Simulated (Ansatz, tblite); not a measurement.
Cost and result up the ladder for [ReOF4]- (ReOF₄⁻) (6 atoms). The state is a singlet with charge -1. Geometry: PBE0-D4/def2-SVPD.

```xyz
6

Re   -0.1557    0.0706    0.0636
O    -1.5780    0.7150    0.6440
F    -0.4473   -1.6843   -0.6927
F     0.7500   -0.9437    1.4381
F     1.3199    1.2889    0.3366
F     0.1111    0.5535   -1.7895
```

Ansatz on 4 threads of Arm Neoverse V2 on a shared host; xTB runs through tblite on one thread. Times are rough, summed over both states, and most runs start from the orbitals of an earlier one. PBE0-D4/def2-TZVPD serves as the yardstick here, not as an exact answer. The other state is a doublet.

In the def2 sets Re takes a core potential; there is no spin–orbit coupling. The xTB rows come from tblite.

Raw xTB energies of ions are shifted by several eV.

| level | functions | wall time |
| --- | --- | --- |
| GFN2-xTB | 29 | 0.006 s |
| GFN1-xTB | 29 | 0.007 s |
| PBE-D4/def2-TZVPD | 243 | 7.2 s |
| PBE0-D4/def2-TZVPD | 243 | 13 s |
| r2SCAN-D4/def2-TZVPD (with forces) | 243 | 16 s |

**Question.** Estimate what each level gives for the vertical IE (eV).

**Answer.** 
```csv
level,vertical IE (eV),difference from PBE0-D4/def2-TZVPD (eV),remarks
GFN2-xTB,9.81,6.75,–
GFN1-xTB,11.05,7.99,–
PBE-D4/def2-TZVPD,2.47,-0.58,HOMO above zero (-1 singlet)
PBE0-D4/def2-TZVPD,3.06,0.00,–
r2SCAN-D4/def2-TZVPD (with forces),2.59,-0.47,HOMO above zero (-1 singlet)
```
